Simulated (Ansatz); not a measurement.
```xyz
8

C    -1.4251    0.0933    0.1340
S     0.0011    1.1091    0.6587
Al    1.6386   -0.0408   -0.1150
F     1.3346   -1.4371   -0.9271
Cl    3.6051    0.5705    0.1402
H    -1.1144   -0.7947   -0.4127
H    -1.9768   -0.2049    1.0240
H    -2.0631    0.7045   -0.5022
```

The species carries charge 0 and has multiplicity 1.

List the CAM-B3LYP/def2-TZVPP orbital energies in eV (Ansatz). (An estimate is asked.)

Computed: Occupied: -2764.42, -2419.89, -1527.95, -673.10, -279.90, -259.21, -217.94, -198.23, -198.14, -198.13, -162.52, -162.41, -162.34, -115.91, -76.62, -76.50, -76.47, -33.83, -24.60, -23.64, -19.69, -15.20, -14.36, -13.96, -13.63, -13.48, -12.97, -12.06, -11.16, -10.96, -10.13, -8.90. Lowest empty: 0.00, 0.46, 1.06, 2.48, 3.44, 3.60, 3.64, 3.78.
